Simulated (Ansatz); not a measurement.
Cost and result for the atomization energy of `C=C[N]([GeH3])[SiH2]Cl` (14 atoms, 13 bonds).

```
atom   x (Å)   y (Å)   z (Å)
  C1   1.278   1.517   0.984
  C2   1.189   0.409   0.250
  N3   0.028  -0.175  -0.256
 Ge4  -1.612   0.631   0.116
 Si5   0.108  -1.717  -1.005
 Cl6  -0.136  -3.268   0.332
  H7   2.249   1.875   1.296
  H8   0.415   2.095   1.294
  H9   2.104  -0.119  -0.015
 H10  -1.815   0.701   1.635
 H11  -1.609   2.040  -0.493
 H12  -2.657  -0.272  -0.548
 H13  -0.991  -1.838  -1.984
 H14   1.449  -1.879  -1.606
```

Total charge 0; spin multiplicity 1. Correlated methods include outer-core shells of Ge, which these sets cover unevenly. Scalar relativity is left out up to krypton. The geometry is a stationary point of PBE0-D4/def2-TZVP. It is one conformer, not always the lowest. Program: Ansatz. All runs use 2 threads of an AMD EPYC 7R13 on a shared host and a share of an NVIDIA H100 80 GB. Times are those of one run each, without the atoms' runs, and a repeat can differ threefold. Electronic energies, without spin–orbit coupling; frozen cores. CCSD(T)/CBS adds CCSD(T) − MP2 in def2-TZVPP to the MP2 limit, and its time is that of the two runs behind it. T1 = 0.012. With those shells the extrapolation isn't a true limit. B3LYP takes the VWN-RPA correlation (the form of Gaussian; ORCA's B3LYP/G).

CCSD(T)/CBS is a level of theory with its own doubt, some kJ/mol a heavy atom from the limit and from the frozen cores, so smaller differences don't rank the functionals.

```tsv
level	functions	wall time	atomization (kcal/mol)	difference from CCSD(T)/CBS	per bond
B2PLYP/def2-TZVPP	337	4.1 s	1148.2	-17.4	-1.3
PBE-D4/def2-TZVPP (with forces)	337	7 s	1177.3	11.7	0.9
B3LYP-D4/def2-TZVPP (with forces)	337	8 s	1162.2	-3.4	-0.3
MP2/def2-QZVPP	640	8 s	1165.7	0.1	0.0
r2SCAN-D4/def2-TZVPP (with forces)	337	9 s	1164.4	-1.2	-0.1
PBE0-D4/def2-TZVPP	337	9 s	1161.9	-3.7	-0.3
ωB97X-V/def2-TZVPP	337	9 s	1169.9	4.3	0.3
ωB97M-V/def2-TZVPP (with forces)	337	13 s	1165.0	-0.6	0.0
CCSD(T)/def2-TZVPP	337	17 s	1135.5	-30.1	-2.3
CCSD(T)/CBS(def2)	–	25 s	1165.6	0.0	0.0
```

The D4 term adds +15.7 kcal/mol with B3LYP and +8.4 kcal/mol with PBE0; it sums over pairs of atoms, weighted by their polarisabilities, and B3LYP, whose exchange is more repulsive, gets the larger term. In def2-TZVPP, CCSD(T) changes the Hartree–Fock value by +291.2 kcal/mol (the triples alone add +18.0 kcal/mol) and MP2 by +303.6 kcal/mol; breaking electron pairs costs correlation energy, which Hartree–Fock lacks. From PBE to PBE0 (25 % exact exchange), in def2-TZVPP and without D4, the atomization energy moves by −14.0 kcal/mol: exact exchange takes away binding that semilocal exchange gives to molecules.
